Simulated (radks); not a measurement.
Values are calculated unless marked as measured or tabulated.
Species: Hf2+. Configuration: [Xe] 4f14 5d2. Level of theory: scalar-relativistic Kohn-Sham, SCAN, spin-polarised, spherical densities, finite nucleus; open shells are filled with parallel spins first (spin-orbit coupling, left out, can overturn this in heavy ions); meta-GGA in the generalised Kohn-Sham scheme; Fermi nuclear charge, rms radius 5.347 fm (a radial shooting solver on a logarithmic mesh with Libxc functionals).

Normalised radial functions P(r) = r R(r), r in bohr:

```
   r/bohr * 5s up, o 5p up, + 4f down (the largest magnitude, 1.24, reaches the edge; | marks zero, & curves that meet)
 0.002009                             & *
 0.002339                             & *
 0.002723                             &  *
  0.00317                             &  *
  0.00369                             &  *
 0.004296                             &  *
 0.005001                             &   *
 0.005822                             +o  *
 0.006778                             +o  *
 0.007891                             +o  *
 0.009186                             +o  *
  0.01069                             + o *
  0.01235                             + o*
  0.01438                             + o*
  0.01674                             + *o
  0.01949                             +* o
  0.02268                             &   o
  0.02641                            *+   o
  0.03074                          *  +    o
  0.03579                         *   +    o
  0.04167                        *    +    o
  0.04851                       *     +    o
  0.05647                       *     |+  o
  0.06574                        *    |+ o
  0.07653                          *  |o+
  0.08838                            o* +
   0.1029                         o   |  &
   0.1198                       o     |    +*
   0.1394                      o      |      +*
   0.1623                      o      |        &
    0.189                       o     |      *    +
     0.22                           o | *             +
   0.2561                          *  | o                +
   0.2982                    *        |      o              +
   0.3471                 *           |         o              +
   0.4041                 *           |          o               +
   0.4704                     *       |        o                 +
   0.5477                            *|   o                     +
   0.6325                          o  |       *               +
   0.7363                   o         |               *    +
   0.8572             o               |                 +   *
   0.9979         o                   |              +        *
    1.162       o                     |           +          *
    1.352        o                    |        +         *
    1.574            o                |     +       *
    1.833                o            |   +    *
    2.134                    o        |  + *
    2.484                       o     | +*
    2.892                          o  |&
    3.367                           o &
    3.888                            o&
    4.526                             &
    5.269                             &
    6.134                             &
    7.141                             &
    8.314                             &
    9.679                             &
```

5s up: eigenvalue -83.434 eV, 4 radial nodes at r = 0.0227, 0.0904, 0.235, 0.555 bohr, <r> = 1.14 bohr, 90 % of the charge inside 1.64 bohr. 5p up: eigenvalue -51.610 eV, 3 radial nodes at r = 0.0818, 0.238, 0.597 bohr, <r> = 1.34 bohr, 90 % of the charge inside 1.98 bohr. 4f down: eigenvalue -31.978 eV, 0 radial nodes, <r> = 0.672 bohr, 90 % of the charge inside 1.14 bohr.
